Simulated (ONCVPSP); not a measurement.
## Before and after: ONCV potential for magnesium (Mg)

magnesium (Mg), optimised norm-conserving Vanderbilt (ONCV), made with ONCVPSP 4.0.1 (PBE, fully relativistic). Core [He], reference 2s2 2p6 3s1 (charge +1). Waves: 2s+3s: rc 1.15 bohr, ncon 4, nbas 7, qcut 11.6 1/bohr, 2 projectors; 2p: rc 1.15 bohr, ncon 4, nbas 8, qcut 9.9 1/bohr, 2 projectors, debl 1.4 Ha. Local part: polynomial inside 1.10 bohr (lpopt 5, dvloc0 1 Ha). Core correction: Teter function, fcfact 4.75, rcfact 1.4.

Open shells are filled in proportion to 2j + 1.

In the p channel the program set the typed energies aside and used -2.042, 0.250 Ha (j = l + 1/2; the other j can differ).

Change: s: qcut 9.9; p: qcut 8.4.

Cutoffs: the cutoffs (Ha) at which the residual kinetic energy of the hardest occupied pseudo-wave falls to 1 and 0.1 mHa per electron; they do not see the model core or the augmentation charge, which bear on the density cutoff. Errors are all-electron minus pseudo energies relative to the spin-unpolarised reference configuration.

Question: Predict the effect on cutoff, ghosts and configuration errors.

Answer: The potential gets harder (47 Ha and 135 Ha → 135 Ha and 163 Ha); of the 4 tests that both files solve, the error grows in 1 and shrinks in 0 by more than 15 % and 0.3 meV (median size 0.3 → 0.4 meV); neither file shows a bound ghost.

```tsv
quantity	base	changed
cutoff, loose	47 Ha	135 Ha
cutoff, tight	135 Ha	163 Ha
loose cutoff by channel	s 20 Ha, p 47 Ha	s 20 Ha, p 135 Ha
bound ghosts	none	none
GHOST(+) flags under 300 eV	none	none
error for 2s2 2p6 3s2, meV [ΔE -7.96 eV]	-0.3	-0.4
error for 2s2 2p6 3s0, meV [ΔE 15.03 eV]	-0.7	-1.0
error for 2s2 2p6 3s1.5, meV [ΔE -4.82 eV]	-0.1	-0.2
error for 2s2 2p6 3s0 3p1, meV [ΔE 4.37 eV]	-0.2	-0.3
s: phases at 1.17 bohr within 0.05 rad from the reference energy up to (Ha; the scan ends near 5)	to the end of the scan	to the end of the scan
p3/2: phases at 1.17 bohr within 0.05 rad from the reference energy up to (Ha; the scan ends near 5)	to the end of the scan	to the end of the scan
p1/2: phases at 1.17 bohr within 0.05 rad from the reference energy up to (Ha; the scan ends near 5)	to the end of the scan	to the end of the scan
rms error of d²Exc/dni dnj with the model core, mHa	9.37	9.02
```

Base: These tests converged, but a pseudo level misses the all-electron one widely, so the file describes the atom poorly there or has found another state: 2s2 2p6 3s0 3p1: empty 3s by 6.1 eV. Changed file: These tests converged, but a pseudo level misses the all-electron one widely, so the file describes the atom poorly there or has found another state: 2s2 2p6 3s0 3p1: empty 3s by 6.1 eV.
